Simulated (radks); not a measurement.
Species: Sb+. Configuration: [Kr] 4d10 5s2 5p(up 1, down 1) (spins set by hand, not the high-spin state). Method: scalar-relativistic Kohn-Sham, PBEsol, spin-polarised, spherical densities, point nucleus; computed with a radial shooting solver on a logarithmic mesh with Libxc functionals.

Unscreened Slater integrals over Kohn-Sham orbitals (hartree). They are taken over the spin-up orbitals.

\begin{tabular}{lr}
integral & value \\ \hline
F0(5p,5p) & 0.33934 \\
F2(5p,5p) & 0.18162 \\
F0(5p,5s) & 0.37158 \\
G1(5p,5s) & 0.24117 \\
F0(5p,4d) & 0.42827 \\
F2(5p,4d) & 0.11213 \\
G1(5p,4d) & 0.037328 \\
G3(5p,4d) & 0.033139 \\
F0(5s,5s) & 0.41805 \\
F0(5s,4d) & 0.51310 \\
G2(5s,4d) & 0.067287 \\
F0(4d,4d) & 0.87951 \\
F2(4d,4d) & 0.44183 \\
F4(4d,4d) & 0.29135 \\
\end{tabular}

Derived for the open shells (J is the average intra-shell exchange parameter used in DFT+U). 5p: J = F2/5 = 0.03632 hartree.
